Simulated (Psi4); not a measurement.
Pair of molecules, SMILES C#N with SMILES Br (the first has 3 atoms); geometry from B3LYP-D3(BJ)/def2-TZVP, rigid monomers moved along the line of their centres of mass till N2···H5 is 2.41 Å.
(charge 0, multiplicity 1):
```csv
atom,x (Å),y (Å),z (Å)
C,-0.4398,-0.0843,-0.4579
N,-0.2634,-0.2141,0.6651
H,-0.6044,0.0368,-1.5054
Br,0.3307,-0.6508,4.4389
H,0.1087,-0.4872,3.0302
```

All values below come from SAPT0/aug-cc-pVDZ in Psi4 1.11.

Give the four SAPT terms and the total, and say what mostly holds the pair together.

electrostatics -172.0, exchange 102.7, induction -45.4, dispersion -62.7, total -177.4 meV; the largest attraction is electrostatics.
